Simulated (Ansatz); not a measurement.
C₃F₆, SMILES `FC1(F)C(F)(F)C1(F)F`, relaxed with RKS PBE-D4/def2-SVP in Ansatz from a rough embedded geometry. The force threshold is 0.03 eV/Å; the program also tests the step.

Total charge 0; spin multiplicity 1.

Start:

```xyz
9

F     1.340    0.355    1.504
C     0.664    0.452    0.249
F     1.323    1.421   -0.493
C    -0.769    0.312    0.179
F    -1.523    1.113   -0.743
F    -1.610    0.047    1.225
C     0.125   -0.747   -0.391
F     0.269   -0.922   -1.735
F     0.182   -2.030    0.203
```

By how much does the energy fall, and how many steps does the optimiser take? (An estimate is asked.)

Computed: 71.67 kJ/mol, in 4 steps, 1 of them rejected.

Which bonds change most? (Best estimate.)

Ansatz gave: C4–F5 from 1.435 to 1.340 Å; C2–C4 from 1.442 to 1.535 Å; F1–C2 from 1.429 to 1.340 Å; C7–F9 from 1.415 to 1.340 Å.

Give the relaxed structure. (Best estimate.)

Computed: 
```xyz
9

F     1.259    0.337    1.482
C     0.701    0.470    0.272
F     1.315    1.390   -0.484
C    -0.820    0.306    0.140
F    -1.477    1.088   -0.727
F    -1.536    0.037    1.240
C     0.119   -0.776   -0.411
F     0.247   -0.900   -1.740
F     0.192   -1.951    0.228
```
